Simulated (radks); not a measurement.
Task: These are the eigenvalues of the occupied orbitals of an atom or ion with whole-number occupations (eV). Calculated with a radial shooting solver on a logarithmic mesh with Libxc functionals: Dirac Kohn-Sham, PBE, spin-unpolarised, spherical densities, finite nucleus; Fermi nuclear charge, rms radius of each element as measured or else 0.836 A^(1/3) + 0.57 fm.

| orbital | eigenvalue |
|---|---|
| 1s1/2 | -82999.24 |
| 2s1/2 | -14701.61 |
| 2p1/2 | -14110.05 |
| 2p3/2 | -12162.47 |
| 3s1/2 | -3490.799 |
| 3p1/2 | -3223.285 |
| 3p3/2 | -2791.906 |
| 3d3/2 | -2347.352 |
| 3d5/2 | -2254.914 |
| 4s1/2 | -769.9213 |
| 4p1/2 | -655.0207 |
| 4p3/2 | -550.8641 |
| 4d3/2 | -362.6823 |
| 4d5/2 | -343.2614 |
| 5s1/2 | -121.0028 |
| 4f5/2 | -101.1385 |
| 4f7/2 | -96.9459 |
| 5p1/2 | -83.0939 |
| 5p3/2 | -64.8404 |
| 5d3/2 | -14.0586 |
| 5d5/2 | -12.1823 |
| 6p1/2 | -3.0957 |

Which element is it, and in what charge state? The configuration may be excited. Open shells, if any, fill j = l - 1/2 first.

Result: Z = 80, mercury, charge 0: Hg in [Xe] 4f14 5d10 6p2. The list shows which subshells hold electrons but not how many an open one holds; the 1s level, -3050.2 hartree, gives Z - s = 78.1 by -(Z - s)^2/2, which with screening and relativity narrows Z to a few neighbours, and the depths of the outer levels then fix element, charge and occupations together.
